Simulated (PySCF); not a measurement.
Simulated Si 2p region for `C[SiH](Cl)Cl` (MeHSiCl2), binding energy against the vacuum level.

Every computed line was given a Gaussian of 0.7 eV full width at half maximum and an area set by the number of equivalent atoms (split 2:1 within a doublet); the highest printed point is 100. Method: delta-SCF UKS SCAN, pcX-2 on the ionised atom, pcseg-1 elsewhere, spin-free X2C (PySCF).

binding energy (eV), intensity and a bar:
```
    107.5          0 
    107.6          1 
    107.7          3 #
    107.8          6 ##
    107.9         13 ####
    108.0         23 #######
    108.1         39 ############
    108.2         58 #################
    108.3         77 #######################
    108.4         92 ############################
    108.5        100 ##############################
    108.6         99 ##############################
    108.7         92 ############################
    108.8         82 #########################
    108.9         73 ######################
    109.0         66 ####################
    109.1         59 ##################
    109.2         52 ################
    109.3         42 #############
    109.4         32 ##########
    109.5         22 #######
    109.6         13 ####
    109.7          7 ##
    109.8          4 #
    109.9          2 
    110.0          1 
    110.1          0
```

Task: How many maxima does the curve show, and how many computed lines lie under it?

Result: The curve has 1 maximum (at 108.5 eV). Under it lie 2 lines from 1 inequivalent silicon site, drawn as a 2p3/2, 2p1/2 pair. At this width some lines have no maximum of their own.

Task: Decompose the envelope and assign each component. Numbering: `[CH3:1][SiH:2]([Cl:3])[Cl:4]`.

Result: 
```csv
position (eV),relative area,line,atoms,environment
108.50,0.67,Si 2p3/2,Si2,chlorine-bound silicon
109.13,0.33,Si 2p1/2,Si2,chlorine-bound silicon
```

Task: What are the centre and the root-mean-square width of the whole band?

Result: The area-weighted mean of the lines is 108.71 eV. Their own spread about it is 0.30 eV (rms) and each Gaussian has σ = 0.7/2.355 = 0.30 eV; the variances add, which gives 0.42 eV.

No satellites, vibrations or lifetime broadening are included. Spin–orbit and ligand-field terms were added within each 2p shell after the spin-free SCF. 2p1/2 minus 2p3/2 (ligand field included): Si 0.63 eV. Isolated species at its GFN2-xTB geometry, gas phase.
